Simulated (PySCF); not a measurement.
A geometry optimisation, step by step.

C₂H₆OSiTe.
SMILES with atom numbers: `[CH3:1][C:2](=[O:3])[SiH2:4][TeH:5]` (hydrogens: H6, H7, H8 on C1; H9, H10 on Si4; H11 on Te5)

Method: PBE0-D3(BJ)/def2-SVP geometry optimisation, gas phase, def2 core potentials past Kr (PySCF 2.14.0); density fitting, grid level 1; the optimiser is geomeTRIC in internal coordinates, started from a GFN2-xTB structure with every atom displaced at random (about 0.01 Å). The frame can shift and turn from step to step; on so coarse a grid that alone can change the energy by a few meV, and forces under 0.02 eV/Å are noise.

Step 0: E = -19376.3166 eV, largest atomic force 1.706 eV/Å
```
atom  x, y, z in Å  |  force x, y, z in eV/Å
C1     -1.736   -0.657   -0.141   -0.710   1.516  -0.333
C2     -0.565   -0.237   -0.951    0.363  -0.111  -0.690
O3     -0.560   -0.285   -2.170   -0.053   0.064   0.568
Si4     1.046    0.393   -0.050   -0.847  -0.074  -0.282
Te5     2.260    0.742   -2.143    0.249   0.072  -0.290
H6     -2.072    0.222    0.459    0.158  -0.384  -0.055
H7     -1.462   -1.435    0.534    0.272  -0.940   0.868
H8     -2.562   -0.951   -0.785   -0.228  -0.264  -0.223
H9      1.452   -0.648    0.901    0.408  -0.397   0.256
H10     0.638    1.548    0.778    0.118   0.418   0.108
H11     3.599    1.283   -1.328    0.271   0.100   0.074
```

Step 1: E = -19376.4457 eV, largest atomic force 0.182 eV/Å
```
atom  x, y, z in Å  |  force x, y, z in eV/Å
C1     -1.794   -0.656   -0.113    0.052  -0.055   0.140
C2     -0.617   -0.251   -0.955   -0.033  -0.051  -0.044
O3     -0.644   -0.310   -2.165    0.039   0.018  -0.002
Si4     1.019    0.391   -0.114   -0.163  -0.048   0.049
Te5     2.372    0.777   -2.147    0.138   0.036  -0.113
H6     -2.117    0.195    0.506   -0.002   0.033   0.055
H7     -1.505   -1.466    0.584   -0.043   0.110  -0.112
H8     -2.624   -0.979   -0.754   -0.018  -0.058  -0.032
H9      1.542   -0.647    0.824    0.062  -0.033   0.027
H10     0.726    1.614    0.690    0.014   0.064   0.036
H11     3.682    1.307   -1.251   -0.045  -0.018  -0.004
```

Step 2: E = -19376.4485 eV, largest atomic force 0.103 eV/Å
```
atom  x, y, z in Å  |  force x, y, z in eV/Å
C1     -1.797   -0.654   -0.107   -0.030   0.017  -0.047
C2     -0.625   -0.255   -0.961    0.085   0.032  -0.002
O3     -0.644   -0.310   -2.171   -0.077  -0.031   0.062
Si4     1.011    0.388   -0.120   -0.025  -0.001   0.007
Te5     2.386    0.779   -2.156   -0.009  -0.008  -0.002
H6     -2.116    0.199    0.515    0.015  -0.007  -0.010
H7     -1.502   -1.460    0.585    0.003   0.005  -0.018
H8     -2.630   -0.986   -0.742   -0.008  -0.017   0.007
H9      1.548   -0.647    0.818    0.024   0.002  -0.009
H10     0.728    1.617    0.686    0.013   0.005  -0.006
H11     3.679    1.304   -1.241    0.010   0.004   0.018
```

Step 3: E = -19376.4483 eV, largest atomic force 0.104 eV/Å
```
atom  x, y, z in Å  |  force x, y, z in eV/Å
C1     -1.802   -0.653   -0.107   -0.012   0.056   0.034
C2     -0.628   -0.255   -0.957   -0.088  -0.021  -0.050
O3     -0.664   -0.319   -2.165    0.085   0.023  -0.008
Si4     1.014    0.388   -0.124    0.023   0.012  -0.016
Te5     2.395    0.780   -2.161   -0.042  -0.015   0.033
H6     -2.122    0.199    0.516    0.000  -0.020  -0.010
H7     -1.507   -1.458    0.583    0.009  -0.045   0.049
H8     -2.635   -0.990   -0.742    0.029   0.019   0.008
H9      1.565   -0.642    0.813   -0.011   0.011  -0.026
H10     0.742    1.622    0.682   -0.002  -0.023  -0.024
H11     3.680    1.302   -1.232    0.009   0.003   0.009
```

Step 4: E = -19376.4493 eV, largest atomic force under 0.02 eV/Å
```
atom  x, y, z in Å  |  force x, y, z in eV/Å
C1     -1.800   -0.652   -0.105   -0.006   0.010  -0.005
C2     -0.628   -0.255   -0.960   -0.002   0.001   0.001
O3     -0.658   -0.317   -2.168    0.003  -0.003   0.002
Si4     1.012    0.388   -0.126    0.000   0.004   0.006
Te5     2.391    0.778   -2.159    0.009   0.002   0.002
H6     -2.117    0.201    0.517    0.000  -0.001  -0.001
H7     -1.503   -1.457    0.587    0.003  -0.008   0.008
H8     -2.634   -0.987   -0.738    0.002   0.002   0.002
H9      1.561   -0.644    0.809    0.000  -0.001  -0.007
H10     0.738    1.620    0.678   -0.002  -0.002  -0.004
H11     3.677    1.300   -1.230   -0.007  -0.004  -0.004
```

Step 5: E = -19376.4493 eV, largest atomic force under 0.02 eV/Å
```
atom  x, y, z in Å  |  force x, y, z in eV/Å
C1     -1.800   -0.651   -0.103   -0.001   0.002  -0.001
C2     -0.629   -0.256   -0.960    0.002   0.001   0.003
O3     -0.658   -0.320   -2.168   -0.001  -0.004  -0.001
Si4     1.012    0.387   -0.128   -0.001   0.003   0.001
Te5     2.391    0.777   -2.161   -0.001  -0.002  -0.003
H6     -2.116    0.203    0.518    0.000   0.001   0.001
H7     -1.503   -1.455    0.590    0.000   0.000   0.001
H8     -2.635   -0.986   -0.735   -0.001   0.001   0.001
H9      1.562   -0.645    0.806    0.001  -0.001  -0.002
H10     0.739    1.619    0.676   -0.001   0.001  -0.001
H11     3.676    1.299   -1.231    0.002   0.000   0.001
```

Question: Summarise the path.

Answer: The energy falls by 12.80 kJ/mol from step 0 to step 5; nine tenths of that is first reached at step 1. It rises by more than 0.2 meV at step 3. The largest force goes from 1.706 to under 0.02 eV/Å. Among the bonds Si4–Te5 changes most, from 2.444 to 2.487 Å; the atoms move by 0.106 Å rms after alignment.

Question: Follow the three bonds and two angles with the largest change from start to end.

Answer: 
```csv
step,E above end (kJ/mol),largest force (eV/Å),Si4–Te5 (Å),C1–H7 (Å),Si4–H9 (Å),Te5–Si4–H9 (°),C2–Si4–Te5 (°)
0,12.80,1.706,2.444,1.066,1.468,121.3,93.5
1,0.35,0.182,2.473,1.107,1.493,115.7,99.0
2,0.07,0.103,2.488,1.103,1.497,115.1,99.4
3,0.09,0.104,2.492,1.100,1.498,114.5,99.8
4,0.00,under 0.02,2.487,1.102,1.497,114.6,99.7
5,0.00,under 0.02,2.487,1.102,1.497,114.5,99.8
```

What follows is the cost of the whole optimisation. The run took 29 s of wall time on Arm Neoverse V2, one thread, shared host, and the process peaked at 0.49 GiB of memory.
